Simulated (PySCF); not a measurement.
## Computed spin Hamiltonian

C4H9P2Si (doublet state).
Z-matrix (Å and degrees, GFN2-xTB geometry), rows numbered from 1:
```
C 
C   1  1.3325
C   2  1.4354  1  123.55
C   3  1.3458  2  125.25  1   179.33
Si  4  1.8746  3  128.69  2    -5.00
P   5  2.2625  4  104.41  3   152.74
P   5  2.2628  4  115.66  3    32.78
H   1  1.0779  2  121.51  3    -0.60
H   1  1.0757  2  122.02  3   179.52
H   2  1.0843  1  119.99  3  -179.56
H   3  1.0849  2  115.38  1    -2.15
H   4  1.0849  3  117.24  2  -178.87
H   6  1.3825  5   94.61  4    63.49
H   6  1.3849  5   95.58  4   156.34
H   7  1.3860  5   95.37  4  -100.36
H   7  1.3877  5   94.29  4   167.03
```

The hyperfine couplings belong to this conformer and change with its torsions.

The species is `C=C/C=C\[Si](P)P` [radical].

Method used: PySCF 2.14.0, UKS B3LYP, pcH-1 on C H P Si, non-relativistic, mean-field spin-orbit, GIAO. One conformer (not necessarily the lowest) at the GFN2-xTB geometry, without solvent, vibrations or thermal averaging. Couplings are sensitive to structure, and on GFN2-xTB geometries they can be far from those on DFT ones, by a factor of two or more for some ions and for spin on atoms past the first row. Stability of the SCF solution: not tested.

```json
{
  "g1, g2, g3": "2.00143, 2.00356, 2.00631",
  "g_iso": "2.00377",
  "Form of g": "rhombic: the two nearest values differ by 44 % of g3 − g1",
  "⟨S²⟩": "0.7612 (exact 0.7500)",
  "α and β electrons": "39, 38",
  "HOMO–LUMO gap, α and β orbitals": "3.62, 3.96 eV",
  "Total energy": "-1130.01588 Eh"
}
```

Isotropic coupling and dipolar principal values T1 to T3, in 10⁻⁴ cm⁻¹ (1 × 10⁻⁴ cm⁻¹ = 2.998 MHz):

| atom | isotope | a_iso | of which spin–orbit | T1 | T2 | T3 | Mulliken spin population |
| --- | --- | --- | --- | --- | --- | --- | --- |
| C1 | 13C | 3.1 | 0.0 | -2.9 | -2.8 | 5.6 | 0.11 |
| C2 | 13C | -3.6 | 0.0 | -2.5 | 1.0 | 1.5 | -0.06 |
| C3 | 13C | 5.4 | 0.0 | -4.7 | -4.4 | 9.1 | 0.18 |
| C4 | 13C | 4.2 | 0.0 | -5.4 | 1.3 | 4.1 | -0.11 |
| Si5 | 29Si | -139.7 | 0.2 | -44.9 | 22.2 | 22.7 | 0.71 |
| P6 | 31P | 3.0 | -0.1 | -14.9 | -12.8 | 27.7 | 0.08 |
| P7 | 31P | -4.0 | -0.1 | -15.9 | -13.8 | 29.7 | 0.09 |
| H8 | 1H | -2.3 | 0.0 | -1.1 | -0.2 | 1.3 | 0.00 |
| H9 | 1H | -2.4 | 0.0 | -1.3 | -0.1 | 1.4 | -0.01 |
| H10 | 1H | 1.2 | 0.0 | -0.8 | -0.5 | 1.3 | 0.00 |
| H11 | 1H | -2.5 | 0.0 | -2.1 | -0.3 | 2.5 | -0.01 |
| H12 | 1H | 1.9 | 0.0 | -1.1 | -0.4 | 1.5 | 0.00 |
| H13 | 1H | 5.1 | 0.0 | -1.1 | -0.1 | 1.2 | 0.00 |
| H14 | 1H | 6.9 | 0.0 | -1.0 | -0.2 | 1.2 | 0.00 |
| H15 | 1H | 11.1 | 0.0 | -1.1 | -0.3 | 1.4 | 0.01 |
| H16 | 1H | -0.1 | 0.0 | -1.1 | 0.0 | 1.1 | 0.00 |

The Mulliken spin populations are largest on Si5 (+0.71), C3 (+0.18), C1 (+0.11) and C4 (-0.11). The positive populations add up to 1.19 and the negative ones to -0.19, together 2S = 1. The angles at Si5 add up to 329.2°, so it is pyramidal.

Under fast tumbling the dipolar parts average out, and these isotropic splittings remain (the largest six): 4 × 1H (H13/H14/H15/H16, I = 1/2, 5 lines) with 0.61 mT, 1 × 1H (H11, I = 1/2, 2 lines) with 0.26 mT, 1 × 1H (H9, I = 1/2, 2 lines) with 0.26 mT, 1 × 1H (H8, I = 1/2, 2 lines) with 0.24 mT, 1 × 1H (H12, I = 1/2, 2 lines) with 0.21 mT and 1 × 1H (H10, I = 1/2, 2 lines) with 0.12 mT.

Class means assume fast exchange of nuclei equivalent by connectivity; if that motion is slow, each nucleus keeps its own coupling. The 1H value of +17.2 MHz is a mean of couplings from -0.2 to 33.2 MHz in this one geometry, not an average over conformers. The 31P value of -1.4 MHz is a mean of couplings from -11.9 to 9.0 MHz in this one geometry, not an average over conformers.

The 13C coupling of C3 (16.2 MHz) shows only in satellite lines or after enrichment, since that isotope makes up about 1.07 % of natural carbon.

The 29Si coupling of Si5 (-418.8 MHz) shows only in satellite lines or after enrichment, since that isotope makes up about 4.7 % of natural silicon.
